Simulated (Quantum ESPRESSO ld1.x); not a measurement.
Results of a calculation; reference values are marked as such.
Q: Coherent X-ray form factor from a spherical all-electron density. Code: ld1.x of Quantum ESPRESSO 7.5. Model: Dirac Kohn-Sham, PBE, spin-unpolarised, spherical densities, point nucleus.

| sin(theta)/lambda (1/angstrom) | f0 (electrons) |
|---|---|
| 0.05 | 71.544 |
| 0.1 | 70.221 |
| 0.15 | 68.153 |
| 0.2 | 65.518 |
| 0.25 | 62.513 |
| 0.3 | 59.325 |
| 0.4 | 52.985 |
| 0.5 | 47.251 |
| 0.6 | 42.326 |
| 0.8 | 34.487 |
| 1 | 28.463 |
| 1.25 | 22.819 |
| 1.5 | 18.985 |
| 2 | 14.776 |

The species is in the configuration that NIST lists as its ground one. Which atom or ion scatters so?

A: The gold ion Au7+, [Xe] 4f14 5d4. Extrapolating in s^2 from the first two rows gives f0(0) = 72.0, near the electron count 72; among species with that count, the fall with angle is slower the higher Z, and the table is that of Z = 79; from so few rows the species is fixed only to a neighbour or two.
